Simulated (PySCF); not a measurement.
# Frontier levels across methods

Compound: CH7FSi2.
Structure used (PBE0-D3(BJ)/def2-SVP), in Å, numbered top down from 1:
```xyz
11
CH7FSi2 angstrom
F      1.5968    1.6784   -0.2094
Si     1.6359    0.0811    0.1080
C      0.0773   -0.7001   -0.5461
Si    -1.5388    0.0130    0.1139
H      2.8478   -0.4781   -0.5568
H      1.7348   -0.0822    1.5865
H      0.0772   -0.6261   -1.6473
H      0.1130   -1.7767   -0.2992
H     -1.5836   -0.1296    1.6017
H     -2.7044   -0.7181   -0.4711
H     -1.6545    1.4599   -0.2330
```

Basis pcSseg-2 throughout (PySCF), one geometry. Isolated species at its PBE0-D3(BJ)/def2-SVP geometry (one conformer only).

How do the orbital energies, the gap and the dipole change with the method?

```json
{"method": "BLYP", "kind": "GGA", "HOMO (eV)": "-7.53", "LUMO (eV)": "-0.66", "gap (eV)": "6.87", "μ (D)": "1.89", "SCF cycles": "14"}
{"method": "OPBE", "kind": "GGA", "HOMO (eV)": "-7.62", "LUMO (eV)": "-0.57", "gap (eV)": "7.05", "μ (D)": "1.88", "SCF cycles": "15"}
{"method": "B97-D", "kind": "GGA", "HOMO (eV)": "-7.64", "LUMO (eV)": "-0.59", "gap (eV)": "7.06", "μ (D)": "1.88", "SCF cycles": "14"}
{"method": "PBE", "kind": "GGA", "HOMO (eV)": "-7.64", "LUMO (eV)": "-0.78", "gap (eV)": "6.86", "μ (D)": "1.90", "SCF cycles": "13"}
{"method": "KT2", "kind": "GGA", "HOMO (eV)": "-7.71", "LUMO (eV)": "-0.88", "gap (eV)": "6.83", "μ (D)": "1.89", "SCF cycles": "15"}
{"method": "LDA", "kind": "LDA", "HOMO (eV)": "-7.72", "LUMO (eV)": "-1.01", "gap (eV)": "6.70", "μ (D)": "1.96", "SCF cycles": "13"}
{"method": "BP86", "kind": "GGA", "HOMO (eV)": "-7.74", "LUMO (eV)": "-0.77", "gap (eV)": "6.97", "μ (D)": "1.89", "SCF cycles": "14"}
{"method": "KT3", "kind": "GGA", "HOMO (eV)": "-7.75", "LUMO (eV)": "-0.80", "gap (eV)": "6.95", "μ (D)": "1.88", "SCF cycles": "15"}
{"method": "B97-2", "kind": "global hybrid", "HOMO (eV)": "-8.69", "LUMO (eV)": "0.11", "gap (eV)": "8.80", "μ (D)": "1.96", "SCF cycles": "13"}
{"method": "B3LYP", "kind": "global hybrid", "HOMO (eV)": "-8.72", "LUMO (eV)": "-0.15", "gap (eV)": "8.57", "μ (D)": "1.96", "SCF cycles": "13"}
{"method": "PBE0", "kind": "global hybrid", "HOMO (eV)": "-8.93", "LUMO (eV)": "0.07", "gap (eV)": "9.00", "μ (D)": "1.98", "SCF cycles": "12"}
{"method": "mPW1PW91", "kind": "global hybrid", "HOMO (eV)": "-8.97", "LUMO (eV)": "0.07", "gap (eV)": "9.04", "μ (D)": "1.98", "SCF cycles": "11"}
{"method": "BHandHLYP", "kind": "global hybrid", "HOMO (eV)": "-10.14", "LUMO (eV)": "0.80", "gap (eV)": "10.94", "μ (D)": "2.04", "SCF cycles": "11"}
{"method": "CAM-B3LYP", "kind": "range-separated hybrid", "HOMO (eV)": "-10.29", "LUMO (eV)": "0.95", "gap (eV)": "11.24", "μ (D)": "1.99", "SCF cycles": "12"}
{"method": "wB97X-D", "kind": "range-separated hybrid", "HOMO (eV)": "-10.79", "LUMO (eV)": "1.82", "gap (eV)": "12.61", "μ (D)": "1.98", "SCF cycles": "13"}
{"method": "LC-wPBE", "kind": "range-separated hybrid", "HOMO (eV)": "-11.65", "LUMO (eV)": "2.08", "gap (eV)": "13.73", "μ (D)": "2.00", "SCF cycles": "13"}
{"method": "HF", "kind": "Hartree–Fock", "HOMO (eV)": "-12.04", "LUMO (eV)": "2.55", "gap (eV)": "14.59", "μ (D)": "2.09", "SCF cycles": "9"}
```

The HOMO spans 4.51 eV, from BLYP down to HF, and the gap runs from 6.70 eV (LDA) to 14.59 eV (HF). Over the methods BLYP (0 %), OPBE (0 %), B97-D (0 %), PBE (0 %), KT2 (0 %), LDA (0 %), BP86 (0 %), KT3 (0 %), B97-2 (21 %), B3LYP (20 %), PBE0 (25 %), mPW1PW91 (25 %), BHandHLYP (50 %), HF (100 %), a straight line through the gap against the share of exact exchange rises by 0.78 eV for each 10 % (correlation coefficient 0.998). The dipole ranges from 1.88 D (B97-D) to 2.09 D (HF). This basis has no diffuse functions.

The vertical ΔSCF ionisation energy at CAM-B3LYP/def2-SVPD is 11.13 eV; −ε(HOMO) comes closest to it with wB97X-D (10.79 eV).
